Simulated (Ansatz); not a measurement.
Cost and result up the ladder for Sn(NH2)2 (SnN₂H₄) (7 atoms). The state is a singlet with charge 0. Geometry: PBE0-D4/def2-TZVP.

```xyz
7

Sn    1.246   -0.389   -0.485
N    -0.403    0.361   -1.377
H    -0.451    0.548   -2.365
H    -1.263    0.615   -0.916
N     0.433   -0.379    1.363
H     0.934   -0.689    2.179
H    -0.496   -0.067    1.601
```

Ansatz on 4 threads of Arm Neoverse V2 on a shared host. Times are rough, and most runs start from the orbitals of an earlier one. CAM-B3LYP-D4/def2-TZVP serves as the yardstick here, not as an exact answer. Differences are given only for rows in sets of like size (and for xTB, whose basis is part of the method), since another set adds its own error. Binding counts from free atoms at the same level (Sn triplet, N quartet, H doublet; other spins of the atoms weren't run), without zero-point energy or a counterpoise term.

In the def2 sets Sn takes a core potential; there is no spin–orbit coupling. LC-ωPBE has ω = 0.4 bohr⁻¹. HSE06 is defined as in plane-wave codes, on full-range PBE exchange. Correlated methods freeze 6 core orbitals; core or outer-core shells of Sn are correlated, in sets that lack core-valence functions.

Correlated methods converge slowly with the basis.

| level | functions | binding energy per atom (eV) | difference from CAM-B3LYP-D4/def2-TZVP (eV) |
| --- | --- | --- | --- |
| r2SCAN-D4/def2-TZVP | 136 | 3.19 | -0.07 |
| HF/def2-TZVP | 136 | 1.98 | -1.27 |
| CAM-B3LYP-D4/def2-TZVP (with forces) | 136 | 3.25 | 0.00 |
| r2SCAN0-D4/def2-TZVP | 136 | 3.10 | -0.15 |
| PBE-D4/def2-TZVP | 136 | 3.31 | 0.06 |
| LC-ωPBE/def2-TZVP | 136 | 3.18 | -0.08 |
| r2SCAN-D4/def2-TZVPD | 166 | 3.19 | -0.06 |
| r2SCANh-D4/def2-TZVP | 136 | 3.15 | -0.10 |
| PBE0-D4/def2-SVP | 74 | 3.14 | – |
| MP2/def2-TZVP | 136 | 3.08 | -0.17 |
| PBE-D4/def2-TZVPD | 166 | 3.32 | 0.07 |
| HSE06-D4/def2-TZVP | 136 | 3.19 | -0.06 |
| PBE-D4/def2-SVP | 74 | 3.26 | – |
| PBE0-D4/def2-TZVP | 136 | 3.19 | -0.06 |

Problem. Estimate how long each takes.

Solution. PBE-D4/def2-SVP 0.45 s; HF/def2-TZVP 0.51 s; PBE0-D4/def2-SVP 0.65 s; PBE-D4/def2-TZVP 1 s; LC-ωPBE/def2-TZVP 1.1 s; PBE-D4/def2-TZVPD 1.1 s; MP2/def2-TZVP 1.2 s; PBE0-D4/def2-TZVP 1.3 s; HSE06-D4/def2-TZVP 1.6 s; r2SCAN0-D4/def2-TZVP 1.9 s; r2SCAN-D4/def2-TZVP 2 s; CAM-B3LYP-D4/def2-TZVP (with forces) 2.2 s; r2SCAN-D4/def2-TZVPD 2.2 s; r2SCANh-D4/def2-TZVP 2.5 s. On shared hardware such times vary by a factor of up to 3.
